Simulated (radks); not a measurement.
Results of a calculation; reference values are marked as such.
Problem. The mean radii <r> (bohr) of the occupied orbitals of an atom or ion are listed with their occupations. Level of theory: scalar-relativistic Kohn-Sham, SCAN, spin-polarised, spherical densities, finite nucleus; meta-GGA in the generalised Kohn-Sham scheme; Fermi nuclear charge, rms radius of each element as measured or else 0.836 A^(1/3) + 0.57 fm (a radial shooting solver on a logarithmic mesh with Libxc functionals).

orbital  occ.      <r>
1s          2  0.03517
2s          2   0.1536
2p          6   0.1340
3s          2   0.4274
3p          6   0.4294
3d         10   0.4141
4s          2    1.067
4p          6    1.152

Name the element and its charge. Open shells, if any, are filled with parallel spins first.

Solution. Z = 42, molybdenum, charge +6: Mo6+ in [Kr]. The 1s radius gives Z: for a bare nucleus <r> = (2 gamma + 1)/(2Z) with gamma = sqrt(1 - (Z/c)^2), 0.03457 bohr for Z = 42, and screening makes it slightly larger (0.03517 here). The occupations add up to 36, and the charge is Z minus that.
